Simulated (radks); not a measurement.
The numbers below are computed, except where a source is named.
The nuclear charge of the helium ion He+ is varied continuously with 1 electrons held in 1s1. Level of theory: non-relativistic Kohn-Sham, PBE, spin-polarised, spherical densities, point nucleus; open shells are filled with parallel spins first (a radial shooting solver on a logarithmic mesh with Libxc functionals). By the Hellmann-Feynman theorem dE/dZ = E(electron-nucleus)/Z, the electronic potential at the nucleus.

Z    E (hartree)  E(electron-nucleus)/Z (hartree)  HOMO  e(HOMO) (eV)  <r> HOMO (bohr)
1       -0.49999                        -0.994163    1s        -7.594            1.542
1.2     -0.71880                         -1.19394    1s       -12.310            1.279
1.4     -0.97757                         -1.39379    1s       -18.111            1.093
1.6     -1.27632                         -1.59370    1s       -24.999           0.9539
1.8     -1.61505                         -1.79363    1s       -32.975           0.8464
2       -1.99377                         -1.99358    1s       -42.039           0.7606
2.2     -2.41249                         -2.19355    1s       -52.190           0.6906
2.4     -2.87119                         -2.39352    1s       -63.429           0.6324
2.6     -3.36990                         -2.59350    1s       -75.757           0.5832
2.8     -3.90859                         -2.79349    1s       -89.173           0.5411
3       -4.48729                         -2.99348    1s       -103.68           0.5047

The central difference of E at Z = 2 is -1.994 hartree, to compare with the third column; the second derivative is -1 hartree.
